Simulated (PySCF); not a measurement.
Al(Me)(OH)2 cation (CH5AlO2), SMILES [OH][Al]([CH3])[OH] (connectivity only; charge and spin as stated), charge +1, multiplicity 2. Atoms are numbered in the order given.

```xyz
9

Al     0.1785    -0.1540     0.0000
C     -1.5836     0.9864     0.0000
H     -1.9222     0.5224     0.9530
H     -1.9222     0.5224    -0.9530
H     -1.4847     2.0834     0.0000
O     -0.1112    -1.7922     0.0000
H      0.4576    -2.5805     0.0000
O      1.4086     0.9930     0.0000
H      1.6734     1.9283     0.0000
```
Charge +1, spin multiplicity 2.

Geometry optimised at PBE-D3(BJ)/def2-SVP. The spin state was assumed, not searched. The isomer is the one that the SMILES or the coordinates give; other isomers of the formula were not compared. The values are those of a single conformer.

These are CAM-B3LYP/def2-TZVP in PySCF values and carry that method's errors.

Atomic charges (e):

```
atom  Mulliken  meta-Löwdin  Mulliken spin
----  --------  -----------  -------------
Al1       0.79         1.34           0.12
C2       -0.29        -0.33           0.71
H3        0.23         0.21           0.01
H4        0.23         0.21           0.01
H5        0.22         0.20          -0.02
O6       -0.47        -0.73           0.01
H7        0.37         0.40           0.00
O8       -0.45        -0.68           0.17
H9        0.37         0.40           0.00
```
